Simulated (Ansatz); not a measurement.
One change: `C=CN(CC)C(C)(C)C` becomes `CCNC(C)(C)C`.

Ansatz, PBE0-D4/def2-TZVP geometries, multiplicity 1. Each molecule was computed in one conformer, which needn't be the lowest.

```json
{"property": "HOMO–LUMO gap (ωB97M-V/def2-TZVPP) / eV", "`C=CN(CC)C(C)(C)C`": "10.00"}
{"property": "HOMO energy (PBE0/def2-TZVPP) / eV", "`C=CN(CC)C(C)(C)C`": "-5.39"}
{"property": "HOMO energy (ωB97M-V/def2-TZVPP) / eV", "`C=CN(CC)C(C)(C)C`": "-7.57"}
{"property": "size of the dipole moment (PBE/def2-TZVPP) / D", "`C=CN(CC)C(C)(C)C`": "1.97"}
{"property": "HOMO–LUMO gap (PBE0/def2-TZVPP) / eV", "`C=CN(CC)C(C)(C)C`": "6.40"}
{"property": "LUMO energy (B3LYP/def2-TZVPP) / eV", "`C=CN(CC)C(C)(C)C`": "0.69"}
```

Problem. Give the same properties after the change, and the shifts. (Estimate.)

Solution. Ansatz gave: 
```
                                      property  `CCNC(C)(C)C`  shift
       HOMO–LUMO gap (ωB97M-V/def2-TZVPP) / eV          10.95   0.95
            HOMO energy (PBE0/def2-TZVPP) / eV          -6.12  -0.73
         HOMO energy (ωB97M-V/def2-TZVPP) / eV          -8.49  -0.92
size of the dipole moment (PBE/def2-TZVPP) / D           0.78  -1.19
          HOMO–LUMO gap (PBE0/def2-TZVPP) / eV           7.16   0.76
           LUMO energy (B3LYP/def2-TZVPP) / eV           0.72   0.03
```

Dipoles are sizes alone; their direction can turn.

B3LYP here is the variant with VWN-RPA as its local correlation; programs differ in this.
